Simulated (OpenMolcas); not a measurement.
## S⁺: effect of the active space

```yaml
Program: OpenMolcas 26.06
Method: SS-CASPT2 or its RAS form, IPEA 0.25 Eh, imaginary shift 0.1 Eh
Basis: ANO-RCC-VTZP
Scalar_Hamiltonian: DKH2, point nucleus
Spin-orbit_coupling: RASSI with atomic mean-field integrals over the reference wave functions, term energies averaged over their components
```

A. 3 electrons in 3 orbitals (3p); 2S+1 = 4 odd, 1 root; 2S+1 = 2 odd, 8 roots; closed shells correlated: 2s 2p 3s; CASPT2 step roughly 1.2 core-seconds
B. 5 electrons in 4 orbitals (3s 3p); 2S+1 = 4 odd, 1 root; 2S+1 = 2 odd, 8 roots; 2S+1 = 4 even, 3 roots; 2S+1 = 2 even, 9 roots; closed shells correlated: 2s 2p; CASPT2 step of the order of 2.4 core-seconds
C. 5 electrons in 8 orbitals (3s 3p 4s 4p); 2S+1 = 4 odd, 1 root; 2S+1 = 2 odd, 8 roots; 2S+1 = 4 even, 3 roots; 2S+1 = 2 even, 9 roots; closed shells correlated: 2s 2p; CASPT2 step of the order of 12 core-seconds
D. 5 electrons in 9 orbitals (RAS2 3s 3p; RAS3 3d, at most 2 electrons); 2S+1 = 4 odd, 1 root; 2S+1 = 2 odd, 8 roots; 2S+1 = 4 even, 3 roots; 2S+1 = 2 even, 9 roots; closed shells correlated: 2s 2p; CASPT2 step of the order of 18 core-seconds

Energies in cm⁻¹ above 3s² 3p³ ⁴S°_3/2, the measured ground level; measured values from NIST Handbook of Basic Atomic Spectroscopic Data.

| Level | A | B | C | D | Measured |
| --- | --- | --- | --- | --- | --- |
| 3s² 3p³ ⁴S°_3/2 | 0.0 | 0.0 | 0.0 | 0.0 | 0.0 |
| 3s² 3p³ ²D°_3/2 | 15680 | 15660 | 16030 | 15550 | 14853 |
| 3s² 3p³ ²D°_5/2 | 15700 | 15680 | 16060 | 15570 | 14885 |
| 3s² 3p³ ²P°_1/2 | 26490 | 25130 | 25580 | 25660 | 24525 |
| 3s² 3p³ ²P°_3/2 | 26510 | 25140 | 25610 | 25680 | 24572 |

Deviations, from unrounded energies. A percentage is the sum of absolute deviations over the sum of measured energies, with the sign that they share, or ± where signs differ.

```tsv
Against measurement	Levels	A	B	C	D
mean absolute deviation (cm-1)	4	1400	690	1100	910
other terms of the ground configuration (%)	4	+7.0	+3.5	+5.6	+4.6
```

B lies closest to measurement on these levels and A furthest from it. The largest miss of B in the table is 3s² 3p³ ²D°_3/2, by +800 cm-1. The ranking rests on the paired levels alone, and a cruder setting can come out closer through cancelling errors.

Among A to D the level of the table that moves most is 3s² 3p³ ²P°_3/2, by 1400 cm-1 (lowest in B, highest in A). Moves below CASPT2's spread within the term are not significant.

CASPT2 breaks the degeneracy within a term, and the mean is taken; among the terms shown or strongly mixed into the levels shown the widest spread is 240 cm-1 (3s² 3p³ ²D°, B). Over all roots computed the reference weight is 0.88 to 0.96 in B, 0.84 to 0.96 in C; the roots of lowest weight are the least certain, and an intruder state may touch them. With the s shell closed, the reference lacks s² → p² mixing (holds for A). Active for correlation alone: 4p 4s; no level in the range computed is led by a configuration that fills them, so any true level of that kind is missing (holds for C). The run also gave levels led by 3s² 3p² 3d, which use shells meant for correlation; these and all levels above them are left out (holds for D). Computed and measured levels are paired by configuration, term and J; levels that our copy of the source lacks, or whose pairing is in doubt (as where it misses far off the trend of its configuration), stay unpaired and out of the deviations. Levels of configurations outside the active space are missing. Levels that lie high or do not pair safely by name in every column are left out.

° marks odd parity.
